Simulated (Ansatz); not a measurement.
CH9NOSi2 (`CO[SiH](N)[SiH3]`), 14 atoms. Total charge 0; spin multiplicity 1. Hardware: A = 2 threads of a server CPU on a shared host; B = 2 threads of an AMD EPYC 7R13 on a shared host and a share of an NVIDIA H100 80 GB. Correlated methods freeze the cores. Open-shell runs search over several starts.

Q: Give the basis size and wall time and peak host memory of each of these runs in Ansatz. RKS PBE0-D4/def2-TZVP relaxation (14 steps) [B]; RHF-CCSD(T)/def2-TZVPP energy [B]; RHF-CCSD(T)/def2-SVP energy [A]; RKS r2SCANh-D4/def2-TZVPP energy [A]; RKS ωB97M-V/def2-QZVPP energy [B]; UKS PBE0-D4/def2-TZVPP energy of the cation [A]; RKS PBE0-D4/def2-SVP energy [A]; direct RPA on PBE orbitals/def2-TZVPP energy [A]; UKS B3LYP-D4/def2-TZVPP energy of the cation [A]; RHF-MP2/def2-QZVPP energy [B]; RKS r2SCAN-D4/def2-TZVPP energy and forces [A]; UKS r2SCAN-D4/def2-TZVPP energy of the cation [A]. (An estimate is asked.)

A: Computed: Other jobs shared the machine, so times are rough.

```tsv
level	job	functions	wall time	peak host memory (GiB)
RKS PBE0-D4/def2-SVP	energy [A]	123	2 s	0.46
RKS ωB97M-V/def2-QZVPP	energy [B]	581	6.5 s	1.2
RHF-MP2/def2-QZVPP	energy [B]	581	7 s	1.1
RKS r2SCAN-D4/def2-TZVPP	energy and forces [A]	303	7.5 s	0.51
RKS r2SCANh-D4/def2-TZVPP	energy [A]	303	8.5 s	0.93
RHF-CCSD(T)/def2-TZVPP	energy [B]	303	10 s	0.84
direct RPA on PBE orbitals/def2-TZVPP	energy [A]	303	11 s	0.91
RHF-CCSD(T)/def2-SVP	energy [A]	123	11 s	0.7
UKS PBE0-D4/def2-TZVPP	energy of the cation [A]	303	26 s	1.2
UKS B3LYP-D4/def2-TZVPP	energy of the cation [A]	303	27 s	1.2
RKS PBE0-D4/def2-TZVP	relaxation (14 steps) [B]	221	47 s	0.87
UKS r2SCAN-D4/def2-TZVPP	energy of the cation [A]	303	65 s	1.3
```

B3LYP here is the variant with VWN-RPA as its local correlation; programs differ in this.
